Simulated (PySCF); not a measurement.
ClH3O3Sn. Atoms are numbered in the order given.

```xyz
8

O     -1.4618     1.1234    -0.9059
Sn     0.0000     0.0000    -0.2448
O     -0.2420    -1.8276    -0.9059
O      1.7038     0.7043    -0.9059
Cl     0.0000     0.0000     2.0964
H     -1.4104     2.0208    -0.5533
H     -1.0448    -2.2319    -0.5533
H      2.4553     0.2111    -0.5533
```

Geometry optimised at PBE0-D3(BJ)/def2-SVP. The def2 effective core potentials stand for the cores of Sn; spin–orbit coupling is left out. The values are those of a single conformer.

Level of theory: PBE0-D3(BJ)/def2-SVP run with PySCF.

Frequencies are harmonic and unscaled.

Modes within 1.5 cm⁻¹ of each other (mostly degenerate sets) share a row, with their intensities summed.

Computed vibrational spectrum:
| mode | ν (cm⁻¹) | IR (km/mol) | moving atoms (share of kinetic energy) |
|---|---|---|---|
| 1–2 | 44 | 73.7 | H 76 %, O 15 %, Cl 9 % |
| 3 | 146 | 91.5 | H 84 %, O 10 % |
| 4–5 | 158 | 70.7 | O 48 %, Cl 21 %, Sn 17 %, H 14 % |
| 6–7 | 183 | 34.5 | O 76 %, H 18 % |
| 8 | 201 | 131.2 | O 70 %, H 15 %, Sn 11 % |
| 9 | 381 | 57.1 | Cl 77 %, Sn 21 % |
| 10 | 632 | 36.5 | O 94 % |
| 11–12 | 663 | 177.9 | O 84 %, Sn 15 % |
| 13 | 869 | 68.0 | H 94 % |
| 14–15 | 873 | 158.4 | H 92 % |
| 16–17 | 3882 | 287.2 | H 94 % |
| 18 | 3884 | 0.4 | H 94 % |
